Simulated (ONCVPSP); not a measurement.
# An odd input for ONCVPSP 4.0.1 (sulfur (S))

Command:

```bash
oncvpsp.x < S.dat > S.out
```

Input:

```
# ATOM AND REFERENCE CONFIGURATION
# atsym  z   nc   nv     iexc    psfile
  S 16.00    3    2  -116133      upf
#
#   n    l    f
    1    0    2.00
    2    0    2.00
    2    1    6.00
    3    0    2.00
    3    1    4.00
#
# PSEUDOPOTENTIAL AND OPTIMIZATION
# lmax
    2
#
#   l,   rc,      ep,       ncon, nbas, qcut
    0    1.25    0.00    4    8    5.00
    1    1.65    0.00    4    7    5.10
    2    1.70    0.07    3    7    5.80
#
# LOCAL POTENTIAL
# lloc, lpopt,  rc(5),   dvloc0
    4    3    1.20   -8.00
#
# VANDERBILT-KLEINMAN-BYLANDER PROJECTORs
# l, nproj, debl
    0    2    3.40
    1    2    0.90
    2    1    1.50
#
# MODEL CORE CHARGE
# icmod, fcfact, rcfact
    2    0.20    1.05
#
# LOG DERIVATIVE ANALYSIS
# epsh1, epsh2, depsh
   -2.00    5.00    0.02
#
# OUTPUT GRID
# rlmax, drl
    6.00    0.01
#
# TEST CONFIGURATIONS
# ncnf
    4
# nvcnf
#   n    l    f
    2
    3    0    2.00
    3    1    3.00
#
    2
    3    0    2.00
    3    1    2.00
#
    2
    3    0    2.00
    3    1    1.00
#
    2
    3    0    1.00
    3    1    5.00
#
```

This is an input that runs to its end, with one change: dvloc0 set to -8.00 Ha.

Question: How does the run end?

Answer: The program runs through. Ghost flags: GHOST(+) s at 111.4 eV; the largest excitation error among the 4 tests with output is 44.6 meV, against 44.4 meV for the unchanged input.

```
   3   1  1.0000   -1.47860805   -1.47650355    2.10D-03

    Total energies and differences
      AE_ref= -3.98405760D+02  AE_tst= -3.95907754D+02  dif=  2.50D+00
      PS_ref= -1.00983071D+01  PS_tst= -7.60194192D+00  dif=  2.50D+00
      PSP excitation error=  1.64D-03

Test configuration 4

   n   l     f        eae           eps        diff
   1   0  2.0000  -88.31604146
   2   0  2.0000   -7.81571756
   2   1  6.0000   -5.79673217
   3   0  1.0000   -0.65676117   -0.65672195    3.92D-05
   3   1  5.0000   -0.27671312   -0.27668771    2.54D-05

    Total energies and differences
      AE_ref= -3.98405760D+02  AE_tst= -3.98027993D+02  dif=  3.78D-01
      PS_ref= -1.00983071D+01  PS_tst= -9.72053622D+00  dif=  3.78D-01
      PSP excitation error= -3.32D-06
```
